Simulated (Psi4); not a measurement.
Conformational energy of SMILES C=C[SiH2]C (C₃H₈Si). Scanned: dihedral C1–C2–Si3–C4; all other coordinates were relaxed at GFN2-xTB. Points at φ and −φ are mirror images.

Geometry of the scan point at -90° (Å):
```
12

C      1.6565    -0.0964     0.9443
C      1.2447    -0.6000    -0.2084
Si    -0.4761    -0.3468    -0.9382
C     -1.6193    -1.7376    -0.3278
H      1.0209     0.5352     1.5444
H      2.6435    -0.2782     1.3440
H      1.9346    -1.2247    -0.7647
H     -0.3788    -0.3855    -2.4039
H     -1.0126     0.9506    -0.5076
H     -2.6226    -1.6238    -0.7278
H     -1.2534    -2.7149    -0.6310
H     -1.6936    -1.7378     0.7562
```

Computed with DF-MP2 (frozen core)/cc-pVTZ // GFN2-xTB (Psi4 1.11).

Scanned values (°): -165, -150, -135, -120, -105, -90, -75, -60, -45, -30, -15, 0, 15, 30, 45, 60, 75, 90, 105, 120, 135, 150, 165, 180.

Q: At which scan points does the profile have its minima and maxima, and how high do they lie?

A: Lower than their neighbours: -120° (0.57 kJ/mol), 0° (0.00 kJ/mol), 120° (0.57 kJ/mol). Higher than their neighbours: -60° (5.59 kJ/mol), 60° (5.59 kJ/mol), 180° (6.57 kJ/mol). The whole profile spans 6.57 kJ/mol.
